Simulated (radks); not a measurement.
Q: These are the eigenvalues of the occupied orbitals of an atom or ion with whole-number occupations (eV). Calculated with a radial shooting solver on a logarithmic mesh with Libxc functionals: scalar-relativistic Kohn-Sham, LDA (Slater exchange, Perdew-Wang correlation), spin-unpolarised, spherical densities, finite nucleus; Fermi nuclear charge, rms radius of each element as measured or else 0.836 A^(1/3) + 0.57 fm.

orbital  eigenvalue
1s        -3945.093
2s        -420.1887
2p        -341.6558
3s         -53.8023
3p         -34.9209
4s          -9.1695

Which element is it, and in what charge state? The configuration may be excited.

A: Z = 20, calcium, charge +1: Ca+ in [Ar] 4s1. The list shows which subshells hold electrons but not how many an open one holds; the 1s level, -144.98 hartree, gives Z - s = 17.0 by -(Z - s)^2/2, which with screening and relativity narrows Z to a few neighbours, and the depths of the outer levels then fix element, charge and occupations together.
